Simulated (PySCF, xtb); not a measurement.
B(vinyl)(OH)2 (C2H5BO2), SMILES C=CB(O)O. Other conformers were not sampled.

Harmonic wavenumbers (cm⁻¹) from GFN2-xTB in xtb at its own minimum, in rising order: 67, 190, 355, 376, 466, 541, 615, 665, 739, 930, 953, 956, 1016, 1041, 1221, 1299, 1314, 1407, 1671, 3006, 3076, 3122, 3616, 3659.

**Question.** What does PBE-D3(BJ)/def2-SVP (PySCF) give at its own minimum? (Estimate from the structure and the level; the computed values follow.)

**Answer.** 74, 204, 398, 403, 478, 485, 566, 708, 749, 958, 976, 977, 1009, 1009, 1240, 1317, 1398, 1423, 1645, 3041, 3059, 3153, 3732, 3762. Paired by order, the mean absolute difference is 35 cm⁻¹ and the zero-point energies are 46.2 and 46.8 kcal/mol.
